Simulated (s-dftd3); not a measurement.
C2H3O2, doublet, geometry from GFN2-xTB; D3(op) for tpss (s-dftd3).

s-dftd3 was given this input:
```
$ s-dftd3 mol.xyz --op tpss --json dftd3.json --noedisp --grad

# file mol.xyz
7

C     -0.87928138     0.00351010     0.01564063
O     -0.81883028    -1.01132689     0.65669977
O      0.17084863     0.70015067    -0.44659388
H     -1.80259150     0.51373746    -0.28852409
C      1.41484609     0.28028668    -0.20613446
H      1.57765462    -0.61886567     0.35962889
H      2.19540180     0.89175727    -0.60898889
```

Output, abridged:

```
-----------------------------------
 s i m p l e   D F T - D 3  v1.4.0
-----------------------------------

Optimized power damping: tpss-D3(op)
--------------------
   s6        1.0000
   s8        0.5158
   s9        0.0000
   a1        0.5750
   a1        3.0000
  alp       14.0000
 beta        8.0000
--------------------

Dispersion energy:      -1.1317894614262E-03 Eh

Gradient norm:           6.3185026059954E-04 Eh/a0
--------------------------------------------------
     #    Z           dE/dx      dE/dy      dE/dz
--------------------------------------------------
     1    6 C     1.513E-04 -5.757E-05  3.337E-05
     2    8 O     3.126E-04  2.370E-04 -1.563E-04
     3    8 O     4.161E-06 -1.219E-04  7.710E-05
     4    1 H    -7.586E-05 -2.748E-05  1.893E-05
     5    6 C    -1.748E-04 -1.283E-04  8.476E-05
     6    1 H    -3.076E-04  8.003E-05 -4.440E-05
     7    1 H     9.025E-05  1.830E-05 -1.342E-05
--------------------------------------------------

Virial:
--------------------------------------------------
      component           x          y          z
--------------------------------------------------
          x      -1.486E-03 -2.453E-04  1.855E-04
          y      -2.453E-04 -7.720E-04  4.936E-04
          z       1.855E-04  4.936E-04 -3.162E-04
--------------------------------------------------

[Info] JSON dump of results written to 'dftd3.json'
```
